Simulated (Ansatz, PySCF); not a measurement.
C4H11NSi, SMILES [SiH3]/C(C)=N/CC.

Coordinates come from a r2SCAN-D4/def2-SVP optimisation. The structure was generated by enumeration; whether it is a known compound was not checked. One conformer was computed; it need not be the lowest.

Vertical ionisation energy (IE) and electron affinity (EA) in eV. Rows of orbital energies are one-electron estimates. Where ΔSCF, EOM or ADC give a negative EA the extra electron is unbound and the value depends on the basis.

```
level                                                                       IE     EA
------------------------------------------------------------------------  ----  -----
−ε(HOMO), −ε(LUMO), M06-2X/def2-TZVP (PySCF)                              8.17  -0.31
−ε(HOMO), −ε(LUMO), PBE/def2-TZVP (PySCF)                                 5.48   1.72
ΔSCF, CAM-B3LYP/def2-SVPD (Ansatz), final states of multiplicity 2 and 2  8.86  -1.05
ΔSCF, PBE/def2-SVPD (Ansatz), final states of multiplicity 2 and 2        8.56  -0.95
```

Question: What vertical singlet–triplet gap does ΔSCF give with CAM-B3LYP/def2-SVPD (Ansatz, an electronic-structure program) and with PBE/def2-SVPD (Ansatz)? (An estimate is asked for; the answer gives what the named calculation found.)

Answer: 3.61 and 3.50 eV (triplet above singlet where positive).
